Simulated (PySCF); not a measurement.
C2H5S, SMILES C[CH]S, multiplicity 2. Geometry optimised at PBE-D3(BJ)/def2-TZVP. The isomer is the one that the SMILES or the coordinates give; other isomers of the formula were not compared. The values are those of a single conformer.

Q: Give the equilibrium geometry at PBE-D3(BJ)/def2-TZVP (PySCF confirms it by a frequency run) as a Z-matrix. (Estimate from the structure and the level; the computed values follow.)

A: Several could match; the one computed here: 
```
C
H 1 1.0897
C 1 1.4863 2 121.22
H 3 1.0994 1 110.72 2 29.29
H 3 1.1036 4 107.72 1 -122.28
H 3 1.1083 4 107.32 5 -114.32
S 1 1.7288 2 113.22 3 -163.11
H 7 1.3573 1 97.39 2 -172.44
```
Charge 0, spin multiplicity 2.
